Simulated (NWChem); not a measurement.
System: CH₃CdI; SMILES [CH3][Cd][I]

Here is an NWChem input.

```
start job
memory heap 200 mb stack 900 mb global 1100 mb
geometry units angstroms noautoz
  Cd    -0.328092    -0.978357    -0.000160
  I      0.340869     1.547431     0.000449
  C     -0.867322    -3.017805    -0.000649
  H     -1.269432    -3.297799    -0.984641
  H     -1.632982    -3.202026     0.766277
  H      0.014585    -3.637026     0.216262
end
basis spherical
  * library 3-21g
end
dft
  xc b3lyp
  iterations 150
  mulliken
end
task dft energy
```

Parts of the log:

```
             Northwest Computational Chemistry Package (NWChem) 7.3.0
             --------------------------------------------------------

 C3  symmetry detected

                             Geometry "geometry" -> ""
                             -------------------------

 Output coordinates in angstroms (scale by  1.889725989 to convert to a.u.)

  No.       Tag          Charge          X              Y              Z
 ---- ---------------- ---------- -------------- -------------- --------------
    1 Cd                  48.0000    -0.00000000     0.00000000     1.07614614
    2 I                   53.0000     0.00000000     0.00000000    -1.53672855
    3 C                    6.0000     0.00000000     0.00000000     3.18567615
    4 H                    1.0000    -0.62387683    -0.82436596     3.55918062
    5 H                    1.0000    -0.40198345     0.95247617     3.55918062
    6 H                    1.0000     1.02586028    -0.12811020     3.55918062

 Effective nuclear repulsion energy (a.u.)     677.1720247088

      Symmetry information
      --------------------

 Group name             C3
 Group number              5
 Group order               3
 No. of unique centers     4

                                 NWChem DFT Module
                                 -----------------

 Summary of "ao basis" -> "ao basis" (spherical)
 ------------------------------------------------------------------------------
       Tag                 Description            Shells   Functions and Types
 ---------------- ------------------------------  ------  ---------------------
 Cd                          3-21g                  14       36   6s5p3d
 I                           3-21g                  13       31   6s5p2d
 C                           3-21g                   5        9   3s2p
 H                           3-21g                   2        2   2s

      Symmetry analysis of basis
      --------------------------

        a          34
        e+         24
        e-         24

  Rotation of axis

            General Information
            -------------------
          SCF calculation type: DFT
          Wavefunction type:  closed shell.
          No. of atoms     :     6
          No. of electrons :   110
           Alpha electrons :    55
            Beta electrons :    55
          Charge           :     0
          Spin multiplicity:     1
          Use of symmetry is: on ; symmetry adaption is: on
          Maximum number of iterations: 150
          AO basis - number of functions:    82
                     number of shells:    38
          Convergence on energy requested:  1.00D-06
          Convergence on density requested:  1.00D-05
          Convergence on gradient requested:  5.00D-04

              XC Information
              --------------
                         B3LYP Method XC Potential
                     Hartree-Fock (Exact) Exchange  0.200
                        Slater Exchange Functional  0.800 local
                    Becke 1988 Exchange Functional  0.720 non-local
              Lee-Yang-Parr Correlation Functional  0.810
                  VWN I RPA Correlation Functional  0.190 local

             Grid Information
             ----------------
          Grid used for XC integration:  medium
          Radial quadrature: Mura-Knowles
          Angular quadrature: Lebedev.
          Tag              B.-S. Rad. Rad. Pts. Rad. Cut. Ang. Pts.
          ---              ---------- --------- --------- ---------
          Cd                  1.55      123          10.0       590
          I                   1.40      123          12.0       590
          C                   0.70       49          12.0       434
          H                   0.35       45          13.0       434
          Grid pruning is: on
          Number of quadrature shells:   340
          Spatial weights used:  Erf1

      Superposition of Atomic Density Guess
      -------------------------------------

 Sum of atomic energies:      -12366.09911584

      Non-variational initial energy
      ------------------------------

 Total energy =  -12366.981324
 1-e energy   =  -18400.624530
 2-e energy   =    5356.471181
 HOMO         =      -0.303063
 LUMO         =      -0.018048

      Symmetry analysis of molecular orbitals - initial
      -------------------------------------------------

  Numbering of irreducible representations:

     1 a           2 e+          3 e-

  Orbital symmetries:

     1 a           2 a           3 a           4 a           5 e+
     6 e+          7 a           8 a           9 e+         10 e+
    11 a          12 a          13 e+         14 e+         15 a
    16 a          17 e+         18 e+         19 e+         20 e+
    21 a          22 e+         23 e+         24 a          25 e+
    26 e+         27 e+         28 e+         29 a          30 a
    31 a          32 e+         33 e+         34 a          35 a
    36 e+         37 e+         38 a          39 e+         40 e+
    41 e+         42 e+         43 a          44 a          45 e+
    46 e+         47 a          48 e+         49 e+         50 e+
    51 e+         52 a          53 e+         54 e+         55 a
    56 a          57 e+         58 e+         59 a          60 a
    61 e+         62 e+         63 e+         64 e+         65 a

     ---------------------------------------------
      Total Density - Mulliken Population Analysis
     ---------------------------------------------

    Atom       Charge   Shell Charges
 -----------   ------   -------------------------------------------------------
    1 Cd  48    47.12   2.00  2.00  6.00  2.00  6.00  2.00  5.95  0.74  0.28  0.16  0.03  9.89  6.90  3.17
    2 I   53    53.53   2.00  2.00  6.00  2.00  6.00  2.00  5.97  0.94  2.76  1.03  2.84 10.00 10.00
    3 C    6     7.16   1.99  0.39  1.60  1.22  1.97
    4 H    1     0.73   0.41  0.32
    5 H    1     0.73   0.41  0.32
    6 H    1     0.73   0.41  0.32

   convergence    iter        energy       DeltaE   RMS-Dens  Diis-err
 ---------------- ----- ----------------- --------- --------- ---------
 d= 0,ls=0.0,diis     1 -12372.0715345080 -1.30D+04  1.56D-02  3.35D-01
 d= 0,ls=0.0,diis     2 -12372.0922823187 -2.07D-02  7.93D-03  5.64D-02
 d= 0,ls=0.0,diis     3 -12372.0995270681 -7.24D-03  2.56D-03  3.14D-02
 d= 0,ls=0.0,diis     4 -12372.1043887892 -4.86D-03  5.40D-04  3.33D-04
 d= 0,ls=0.0,diis     5 -12372.1044579282 -6.91D-05  1.46D-04  1.16D-04
  Resetting Diis
 d= 0,ls=0.0,diis     6 -12372.1044765382 -1.86D-05  1.73D-05  2.18D-06
 d= 0,ls=0.0,diis     7 -12372.1044767740 -2.36D-07  7.27D-06  9.67D-08

         Total DFT energy =   -12372.104476774037
      One electron energy =   -18402.098489759828
           Coulomb energy =     5686.877877903735
    Exchange-Corr. energy =     -334.055889626752
 Nuclear repulsion energy =      677.172024708810

 Numeric. integr. density =      109.999993649343

                  Occupations of the irreducible representations
                  ----------------------------------------------

                     irrep           alpha         beta
                     --------     --------     --------
                     a                23.0         23.0
                     e+               32.0         32.0
                     e-                0.0          0.0

                       DFT Final Molecular Orbital Analysis
                       ------------------------------------

 Vector   53  Occ=2.000000D+00  E=-2.689188D-01  Symmetry=a
              MO Center= -1.5D-12,  2.2D-11,  1.3D+00, r^2= 6.0D+00
   Bfn.  Coefficient  Atom+Function         Bfn.  Coefficient  Atom+Function
  ----- ------------  ---------------      ----- ------------  ---------------
    53      0.354905  2 I  pz                76      0.333939  3 C  pz
    72      0.329651  3 C  pz                17     -0.304338  1 Cd pz
    49     -0.287252  2 I  pz                57      0.262435  2 I  pz
    14     -0.220969  1 Cd s                 13      0.194601  1 Cd pz
    45      0.129239  2 I  pz                73     -0.120850  3 C  s

 Vector   54  Occ=2.000000D+00  E=-2.531245D-01  Symmetry=e+
              MO Center=  3.1D-04, -1.7D-04, -1.4D+00, r^2= 2.3D+00
   Bfn.  Coefficient  Atom+Function         Bfn.  Coefficient  Atom+Function
  ----- ------------  ---------------      ----- ------------  ---------------
    51      0.575226  2 I  px                55      0.538088  2 I  px
    47     -0.473312  2 I  px                43      0.213068  2 I  px
    15      0.100591  1 Cd px                30     -0.076953  1 Cd d  1
    39     -0.058262  2 I  px                11     -0.050952  1 Cd px
    19      0.038555  1 Cd px                52      0.035065  2 I  py

 Vector   55  Occ=2.000000D+00  E=-2.531245D-01  Symmetry=e+
              MO Center= -3.1D-04,  1.7D-04, -1.4D+00, r^2= 2.3D+00
   Bfn.  Coefficient  Atom+Function         Bfn.  Coefficient  Atom+Function
  ----- ------------  ---------------      ----- ------------  ---------------
    52      0.575226  2 I  py                56      0.538088  2 I  py
    48     -0.473312  2 I  py                44      0.213068  2 I  py
    16      0.100591  1 Cd py                28      0.076953  1 Cd d -1
    40     -0.058262  2 I  py                12     -0.050952  1 Cd py
    20      0.038555  1 Cd py                51     -0.035065  2 I  px

[...]
```

Level: B3LYP/3-21G, non-relativistic. All runs use the structure optimised with PBE0/def2-SVP (def2 core potentials past Kr). B3LYP is NWChem's, with the RPA form of VWN correlation.
